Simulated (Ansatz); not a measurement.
Basis-set series for C2H4FGa, SMILES `C=[C](F)[GaH2]`. Charge 0, multiplicity 1. All single points use the PBE0-D4/def2-TZVP geometry.

| functional | basis | functions | energy (Eh) | HOMO (eV) | LUMO (eV) |
| --- | --- | --- | --- | --- | --- |
| PBE0-D4 | def2-SVP | 94 | -2102.43708 | -7.71 | -1.94 |
| PBE0-D4 | def2-TZVPP | 197 | -2102.89361 | -7.79 | -1.99 |
| ωB97M-V | def2-SVP | 94 | -2102.70495 | -9.92 | -0.17 |
| ωB97M-V | def2-TZVPP | 197 | -2103.16791 | -10.03 | -0.23 |

Question: Give the rows for def2-QZVPP. (An estimate is asked.)

Answer: Computed: 
```json
{"functional": "PBE0-D4", "basis": "def2-QZVPP", "functions": "380", "energy (Eh)": "-2102.94698", "HOMO (eV)": "-7.81", "LUMO (eV)": "-2.01"}
{"functional": "ωB97M-V", "basis": "def2-QZVPP", "functions": "380", "energy (Eh)": "-2103.21962", "HOMO (eV)": "-10.05", "LUMO (eV)": "-0.34"}
```

Scalar relativity is left out up to krypton.
